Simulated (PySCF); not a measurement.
CH9NOSi2. Atoms are numbered in the order given.

```xyz
14

C      2.6569     1.1823     0.0391
O      1.4009     0.6892     0.4339
Si     0.6855    -0.6484    -0.2568
N     -0.9103    -0.8546     0.3607
Si    -2.3112     0.0808    -0.0892
H      2.6922     1.4027    -1.0451
H      2.8596     2.1178     0.5835
H      3.4708     0.4691     0.2701
H      1.4826    -1.8682     0.0686
H      0.6269    -0.4391    -1.7330
H     -0.9916    -1.4337     1.1926
H     -2.7014     1.0826     0.9479
H     -3.4921    -0.8036    -0.3206
H     -1.9632     0.7940    -1.3499
```
Charge 0, spin multiplicity 1.

Coordinates come from a ωB97X-D3(BJ)/def2-SVP optimisation. Other conformers were not sampled.

Method: PySCF with B3LYP/def2-TZVP.

ESP charges are fitted to the potential on shells at 1.4 to 2.0 van der Waals radii. Atomic charges (e):

| atom | IAO | ESP fit | Löwdin | Mulliken |
|---|---|---|---|---|
| C1 | -0.18 | -0.25 | -0.37 | -0.16 |
| O2 | -0.66 | -0.25 | 0.04 | -0.36 |
| Si3 | 1.13 | 0.51 | 0.10 | 0.50 |
| N4 | -0.95 | -0.71 | (withheld) | -0.51 |
| Si5 | 0.79 | 0.37 | (withheld) | 0.33 |
| H6 | 0.12 | 0.11 | 0.10 | 0.10 |
| H7 | 0.15 | 0.12 | 0.11 | 0.12 |
| H8 | 0.12 | 0.11 | 0.10 | 0.11 |
| H9 | -0.18 | -0.10 | -0.05 | -0.08 |
| H10 | -0.18 | -0.08 | -0.05 | -0.08 |
| H11 | 0.27 | 0.38 | (withheld) | 0.21 |
| H12 | -0.16 | -0.08 | (withheld) | -0.06 |
| H13 | -0.15 | -0.08 | (withheld) | -0.06 |
| H14 | -0.14 | -0.05 | (withheld) | -0.05 |

Q: What belongs in the gaps? (The exact figures need the calculation; the answer reports its results.)

A: 
- N4, Löwdin: -0.22
- Si5, Löwdin: 0.20
- H11, Löwdin: 0.18
- H12, Löwdin: -0.05
- H13, Löwdin: -0.05
- H14, Löwdin: -0.04

Q: Give the Mayer and Wiberg (Löwdin basis) orders of the bonds. (Estimate from the structure and the level; the computed values follow.)

A: 
```json
[
 {"bond": "C1–O2", "Mayer": "0.96", "Wiberg": "1.54"},
 {"bond": "O2–Si3", "Mayer": "1.12", "Wiberg": "1.53"},
 {"bond": "Si3–N4", "Mayer": "1.15", "Wiberg": "1.44"},
 {"bond": "N4–Si5", "Mayer": "1.07", "Wiberg": "1.41"},
 {"bond": "C1–H6", "Mayer": "0.97", "Wiberg": "0.94"},
 {"bond": "C1–H7", "Mayer": "0.97", "Wiberg": "0.94"},
 {"bond": "C1–H8", "Mayer": "0.97", "Wiberg": "0.94"},
 {"bond": "Si3–H9", "Mayer": "0.93", "Wiberg": "0.92"},
 {"bond": "Si3–H10", "Mayer": "0.94", "Wiberg": "0.92"},
 {"bond": "N4–H11", "Mayer": "0.90", "Wiberg": "0.88"},
 {"bond": "Si5–H12", "Mayer": "0.94", "Wiberg": "0.96"},
 {"bond": "Si5–H13", "Mayer": "0.94", "Wiberg": "0.96"},
 {"bond": "Si5–H14", "Mayer": "0.95", "Wiberg": "0.95"}
]
```
